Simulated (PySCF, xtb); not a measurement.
C2H7BN2O, SMILES C/C=N/B(N)O.

Geometry: PBE0-D3(BJ)/def2-SVP. The structure was generated by enumeration; whether it is a known compound was not checked. The values are those of a single conformer.

Computed with IEF-PCM-PBE0/def2-SVP in PySCF.

The values are the electrostatic part of the solvation free energy, E(continuum) − E(gas) at the gas-phase geometry, in a cavity of scaled van der Waals radii (PySCF's table); cavitation and dispersion terms are not included. In vacuum the orbital gap is 6.66 eV. The dipole moment in vacuum is 1.90 D.

Estimate the values in water (ε = 78.36), dichloromethane (ε = 8.93), dimethylsulfoxide (ε = 46.83). (Estimate from the structure and the level; the computed values follow.)


| solvent | ε | ΔG(elec) (kcal/mol) | dipole (D) | gap (eV) |
|---|---|---|---|---|
| water | 78.36 | -7.5 | 2.56 | 6.78 |
| dichloromethane | 8.93 | -6.3 | 2.44 | 6.76 |
| dimethylsulfoxide | 46.83 | -7.4 | 2.55 | 6.78 |

For comparison, GFN2-xTB/ALPB(water) (xtb, at the GFN2-xTB geometry, all terms of that model) gives -7.6 kcal/mol.
